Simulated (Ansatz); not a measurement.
Ansatz (an electronic-structure program) job for BaF₂, SMILES [F][Ba][F], PBE/def2-TZVPD. The structure is a stationary point at PBE0-D3(BJ)/def2-TZVP. The isomer is the one that the SMILES or the coordinates give; other isomers of the formula were not compared. The def2 effective core potentials stand for the cores of Ba; spin–orbit coupling is left out.

Ansatz 0.2 input:
```yaml
crystal:
  periodic: [false, false, false]
  atoms:
    - {symbol: Ba, position_ang: [0.00000000, 0.00000000, 0.26934812]}
    - {symbol: F, position_ang: [0.00000000, -1.90938964, -0.83797193]}
    - {symbol: F, position_ang: [0.00000000, 1.90938962, -0.83797194]}
basis:
  gaussian:
    orbitals: def2-TZVPD
hamiltonian:
  xc: {name: PBE}
```

Output:

```
Functional definition: PBE
integrals: 0.03 GiB planned
681 factors; their error is unknown
mean field: 0.27 GiB planned
mean field evaluation 1: about -6121.6300 eV, gradient 7.2e1 eV
mean field evaluation 2: about -5781.3733 eV, gradient 3.6e2 eV
mean field evaluation 4: about -6129.6545 eV, gradient 8.6e0 eV
mean field evaluation 8: about -6129.8203 eV, gradient 1.5e-2 eV
mean field evaluation 16: about -6129.8125 eV, gradient 3.0e-5 eV
mean field -6129.81249964 eV, -225.2664544256 hartree, gradient 3.0e-5 eV, S^2 0.000000; 0 other end points of the search recorded, 0 dependent functions left out
reference -6129.81255013 eV, -225.2664562810 hartree; 14, 14 occupied and 106, 106 virtual orbitals, 681 factors
Total energy: -6129.81255013 eV, -225.2664562810 hartree
```

The calculation finished and met its thresholds.

Cost: about 2.6 core-seconds (a rough figure).
